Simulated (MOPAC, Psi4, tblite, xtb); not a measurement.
Intermolecular potential of HCl ··· CH3Cl (SMILES Cl and CCl). Monomers: optimised at B3LYP-D3(BJ) (def2-TZVP), held rigid. Orientation: lowest of the rigid-body minima from ten starts at GFN2-xTB. Only R, the distance of the centres of mass, is varied, so the lowest point isn't the relaxed dimer.

Computed with: AM1, restricted, heats of formation (MOPAC); GFN2-xTB (tblite); GFN1-xTB (xtb); SAPT0/jun-cc-pVDZ, frozen core (Psi4).

Interaction energies in kcal/mol; the last columns give the difference from SAPT0:

| R / Å | AM1 | GFN2-xTB | GFN1-xTB | SAPT0/jun-cc-pVDZ | AM1 − SAPT0/jun-cc-pVDZ | GFN2-xTB − SAPT0/jun-cc-pVDZ | GFN1-xTB − SAPT0/jun-cc-pVDZ |
|---|---|---|---|---|---|---|---|
| 2.85 | 13.10 | 6.78 | 4.92 | 12.53 | 0.57 | -5.75 | -7.62 |
| 3.04 | 2.88 | -0.12 | -0.34 | 4.02 | -1.14 | -4.14 | -4.36 |
| 3.23 | -0.56 | -2.99 | -2.35 | -0.05 | -0.51 | -2.94 | -2.30 |
| 3.43 | -1.36 | -3.66 | -2.95 | -1.92 | 0.56 | -1.74 | -1.03 |
| 3.62 | -1.45 | -3.40 | -2.79 | -2.54 | 1.09 | -0.86 | -0.26 |
| 3.86 | -1.33 | -2.77 | -2.23 | -2.56 | 1.23 | -0.21 | 0.33 |
| 4.14 | -1.01 | -2.09 | -1.55 | -2.17 | 1.17 | 0.08 | 0.63 |
| 4.41 | -0.71 | -1.60 | -1.06 | -1.73 | 1.02 | 0.13 | 0.67 |
| 4.93 | -0.42 | -0.98 | -0.55 | -1.06 | 0.64 | 0.08 | 0.51 |
| 5.66 | -0.25 | -0.52 | -0.29 | -0.56 | 0.31 | 0.05 | 0.28 |
| 6.67 | -0.14 | -0.24 | -0.14 | -0.27 | 0.13 | 0.03 | 0.14 |
| 7.94 | -0.07 | -0.11 | -0.07 | -0.13 | 0.06 | 0.02 | 0.07 |

AM1 is furthest from SAPT0/jun-cc-pVDZ at 3.86 (1.23 kcal/mol, above); its mean absolute difference over the points is 0.70 kcal/mol.

GFN2-xTB is furthest from SAPT0/jun-cc-pVDZ at 2.85 (-5.75 kcal/mol, below); its mean absolute difference over the points is 1.34 kcal/mol.

GFN1-xTB is furthest from SAPT0/jun-cc-pVDZ at 2.85 (-7.62 kcal/mol, below); its mean absolute difference over the points is 1.52 kcal/mol.
